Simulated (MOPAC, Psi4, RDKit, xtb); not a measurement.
Two geometries of H6BBrSi2, SMILES [SiH2](Br)[SiH2]B, singlet, relaxed at B3LYP-D3(BJ)/def2-SVP with one dihedral held; other torsions can differ between them too.

Structure A

```
10

B     -2.0501     0.4262     0.0760
Si    -0.3919    -0.6361    -0.4013
Si    -1.3282    -1.4355    -2.3930
Br    -3.5007    -1.2240    -1.6285
H     -2.6803     0.2343     1.0827
H     -2.2868     1.4081    -0.5812
H      0.8508     0.1595    -0.6404
H     -0.0605    -1.8014     0.4712
H     -1.2212    -0.5378    -3.5768
H     -1.1637    -2.8477    -2.8364
```

Structure B

```
10

B      1.8711     0.7099     0.2833
Si     0.5378    -0.6751    -0.3466
Si     0.2267    -2.3758     1.2391
Br    -0.2657    -1.3053     3.1695
H      2.4201     0.6363     1.3526
H      2.1359     1.6471    -0.4287
H      0.9686    -1.2571    -1.6596
H     -0.7910    -0.0183    -0.5623
H      1.4615    -3.1775     1.4744
H     -0.8968    -3.3074     0.9398
```

Question: Which is lower in energy at the level DF-MP2 (frozen core)/cc-pVTZ // B3LYP-D3(BJ)/def2-SVP (Psi4), and by how much?

Answer: A is lower, by 7.99 kJ/mol (dihedral H5–B1–Si2–Si3: 120° in A, 0° in B).

E(B) − E(A) in kJ/mol at the other levels, on the same two geometries: PBE/def2-TZVP // B3LYP-D3(BJ)/def2-SVP (Psi4) 12.03; PBE-D3(BJ)/def2-TZVP // B3LYP-D3(BJ)/def2-SVP (Psi4) 14.46; HF/cc-pVTZ // B3LYP-D3(BJ)/def2-SVP (Psi4) -18.30; UFF // B3LYP-D3(BJ)/def2-SVP (RDKit) -132.45; PM3, restricted, heats of formation // B3LYP-D3(BJ)/def2-SVP (MOPAC) 10.41; AM1, restricted, heats of formation // B3LYP-D3(BJ)/def2-SVP (MOPAC) -19.65; GFN1-xTB // B3LYP-D3(BJ)/def2-SVP (xtb) -7.74.
